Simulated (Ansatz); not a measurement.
A structure relaxed at PBE0-D4/def2-TZVP, charge 0, multiplicity 1:

| atom | x (Å) | y (Å) | z (Å) |
| --- | --- | --- | --- |
| F1 | -0.979 | -1.571 | -0.249 |
| Nb2 | 0.011 | -0.020 | 0.039 |
| F3 | -1.079 | 0.316 | 1.475 |
| F4 | 1.517 | -1.068 | -0.003 |
| F5 | 1.095 | 1.372 | 0.638 |
| Cl6 | -0.565 | 0.970 | -1.900 |

(1) Give its formula and SMILES.

(2) Point group (tolerance 0.08 Å, 0.16 Å for H)?

(3) Summarise the bond lengths by kind.

## Answers

(1) ClF4Nb, `[F][Nb]([F])([F])([F])[Cl]`.

(2) C2v.

(3) 4 × F–Nb 1.835 to 1.862 Å; 1 × Cl–Nb 2.251 Å.

Computed with Ansatz.
